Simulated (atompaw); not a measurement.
# Hf (Z = 72) PAW (atompaw): all-electron and pseudo phase curves

atompaw 4.2.0.5 input, output lines left out:

```
Hf 72
LDA-PW scalarrelativistic loggrid 2001 logderivrange -7 5 301
6 6 5 4 0 0
6 1 0
5 2 2
0 0 0
c
c
c
c
v
v
c
c
c
v
v
c
c
v
c
2
3.00 2.65 2.70 1.55
n
n
y
1.9
n
custom polynom2 7 10 vanderbiltortho besselshape
3 -0.5 vpsmatchnc
2.05
3.00
2.20
1.90
3.00
3.00
```

The phase is arctan(r·u′/u) with u = r·R(r), unwrapped; energies in Ry, scanned from -7 to 5 Ry. A pole is an energy at which the radial function vanishes at the test radius. The pseudo phase is shifted by a multiple of π to meet the all-electron one at the reference energy, and phase errors are pseudo minus all-electron; the curves can meet again beyond the range given. Levels narrower than the energy grid can be missing from the lists of poles. Where the grid stepped over a known ghost or core level, its pole and its step of π were put in at the level’s energy.

**Question.** For each channel, where are the poles, and over which energies does the pseudopotential scatter like the atom?

**Answer.**

| channel | radius (bohr) | reference energy (Ry) | poles, all-electron | poles, pseudo | unbroken range about the reference energy with phases within 0.05 rad | phase error 1 Ry above the reference energy (rad) |
| --- | --- | --- | --- | --- | --- | --- |
| s | 3.00 | -0.39 | -4.94, 1.34 | -4.94, 1.36 | below 3.4 | +0.002 |
| p | 3.00 | -0.11 | -2.57, 2.64 | -2.91, -2.57, 2.74 | -2.9 to 4.5 | +0.006 |
| d | 3.00 | -0.21 | 0.27, 4.97 | 0.13, 0.42 | below 0.1 | -3.119 |

Note: ghost states, extra bound levels that the all-electron valence spectrum of the same l lacks: s at -115.1 eV, p at -39.5 eV. A true bound ghost makes a file unfit for plane-wave use.

Phases in the d channel:

| E (Ry) | all-electron | pseudo |
| --- | --- | --- |
| -7.00 | 1.444 | 1.443 |
| -6.52 | 1.439 | 1.438 |
| -6.04 | 1.434 | 1.433 |
| -5.56 | 1.428 | 1.426 |
| -5.08 | 1.421 | 1.419 |
| -4.60 | 1.413 | 1.411 |
| -4.12 | 1.404 | 1.401 |
| -3.64 | 1.392 | 1.389 |
| -3.16 | 1.378 | 1.375 |
| -2.68 | 1.360 | 1.355 |
| -2.20 | 1.335 | 1.329 |
| -1.72 | 1.296 | 1.288 |
| -1.24 | 1.227 | 1.215 |
| -0.76 | 1.041 | 1.019 |
| -0.28 | -0.471 | -0.477 |
| 0.20 | -1.534 | -1.786 |
| 0.68 | -1.719 | -4.832 |
| 1.16 | -1.856 | -4.986 |
| 1.64 | -2.085 | -5.223 |
| 2.12 | -2.807 | -5.941 |
| 2.60 | -4.024 | -7.125 |
| 3.08 | -4.410 | -7.519 |
| 3.56 | -4.552 | -7.663 |
| 4.04 | -4.627 | -7.739 |
| 4.52 | -4.676 | -7.787 |
| 5.00 | -4.714 | -7.821 |
